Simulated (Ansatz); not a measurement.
CH2Cl (SMILES [CH2]Cl), doublet, geometry from GFN2-xTB; CCSD(T)/cc-pVDZ (Ansatz, an electronic-structure program).

The Ansatz input:
Ansatz 0.2 input:
```yaml
crystal:
  periodic: [false, false, false]
  atoms:
    - {symbol: C, position_ang: [0.00128034, -0.21316871, -1.07804677]}
    - {symbol: Cl, position_ang: [-0.00067229, 0.11193254, 0.56607046]}
    - {symbol: H, position_ang: [0.94272613, -0.30818573, -1.57707968]}
    - {symbol: H, position_ang: [-0.93897920, -0.31565514, -1.57783752]}
basis:
  gaussian:
    orbitals: cc-pVDZ
    fitting: {mean_field: cc-pVTZ-JKFIT, correlation: cc-pVTZ-RIFIT}
magnetization: {spin_polarized: true, initial_magnetization: 1}
correlation: {method: ccsd_t}
```

It wrote (shortened):

```
Functional definition: HF
260 factors; integrals over basis functions are off by at most 6.2e-2 eV
263 factors; integrals over basis functions are off by at most 1.7e-1 eV
mean field evaluation 1: about -13563.7200 eV, gradient 9.0e0 eV
mean field evaluation 2: about -13564.3370 eV, gradient 2.9e0 eV
mean field evaluation 4: about -13564.4607 eV, gradient 6.1e-1 eV
mean field evaluation 8: about -13563.7197 eV, gradient 9.0e0 eV
mean field -13564.46950706 eV, -498.4850600567 hartree, gradient 2.4e-6 eV, S^2 0.764550; 0 other end points of the search recorded, 0 dependent functions left out
6 core orbitals not correlated
reference -13564.46950706 eV, -498.4850600567 hartree; 7, 6 occupied and 29, 30 virtual orbitals, 263 factors
second order -6.93193171 eV of doubles, -0.00000000 eV of singles
cycle   1  -7.48785493 eV  change   -5.6e-1 eV  update   5.8e-2
cycle   2  -7.68985565 eV  change   -2.0e-1 eV  update   2.0e-2
cycle   3  -7.72745864 eV  change   -3.8e-2 eV  update   1.1e-2
cycle   4  -7.72731472 eV  change    1.4e-4 eV  update   5.1e-3
cycle   5  -7.72764106 eV  change   -3.3e-4 eV  update   1.6e-3
cycle   6  -7.72746558 eV  change    1.8e-4 eV  update   4.1e-4
cycle   7  -7.72745417 eV  change    1.1e-5 eV  update   1.6e-4
cycle   8  -7.72741911 eV  change    3.5e-5 eV  update   5.3e-5
cycle   9  -7.72740668 eV  change    1.2e-5 eV  update   1.6e-5
perturbative correction -0.17623663 eV, -0.0064765768 hartree
Total energy: -13572.37315037 eV, -498.7755135912 hartree
```
